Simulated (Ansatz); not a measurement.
Al(F)(Me)(SiH3) (CH6AlFSi), SMILES [SiH3][Al]([CH3])[F]. Atoms are numbered in the order given.

```xyz
10

Al     0.3255    -0.3326     0.2762
F      1.8240    -0.7175    -0.3679
C     -0.1164    -1.1214     1.9964
H     -0.0931    -2.2239     1.9368
H     -1.1086    -0.8271     2.3743
H      0.6314    -0.8389     2.7584
Si    -1.0382     1.1786    -1.0891
H     -2.4010     1.3859    -0.5017
H     -1.2193     0.6509    -2.4800
H     -0.3930     2.5267    -1.2097
```

Coordinates come from a r2SCAN-D4/def2-SVP optimisation. The structure was generated by enumeration; whether it is a known compound was not checked.

Two levels are set side by side: PBE-D3(BJ)/def2-SVP (Ansatz, an electronic-structure program) and r2SCAN-D4/def2-SVP (Ansatz). Each level has its own optimised geometry; the coordinates shown are those of the second. Differences are taken from unrounded values.

```csv
quantity,r2SCAN-D4
mean bond length (Å),1.542
bond Al1–F2 (Å),1.676
bond Al1–C3 (Å),1.943
bond Al1–Si7 (Å),2.451
bond C3–H4 (Å),1.104
bond C3–H5 (Å),1.102
bond C3–H6 (Å),1.104
bond Si7–H8 (Å),1.498
bond Si7–H9 (Å),1.499
bond Si7–H10 (Å),1.499
```

Question: What does PBE-D3(BJ) give, and how far is it from r2SCAN-D4? (The exact figures need the calculation; the answer reports its results.)

Answer: 
```
quantity              PBE-D3(BJ)  PBE-D3(BJ) minus r2SCAN-D4
--------------------  ----------  --------------------------
mean bond length (Å)       1.551                       0.009
bond Al1–F2 (Å)            1.690                       0.014
bond Al1–C3 (Å)            1.955                       0.012
bond Al1–Si7 (Å)           2.457                       0.006
bond C3–H4 (Å)             1.111                       0.007
bond C3–H5 (Å)             1.109                       0.007
bond C3–H6 (Å)             1.111                       0.007
bond Si7–H8 (Å)            1.509                       0.010
bond Si7–H9 (Å)            1.509                       0.010
bond Si7–H10 (Å)           1.510                       0.010
```

Here PBE gives about what the other level gives.
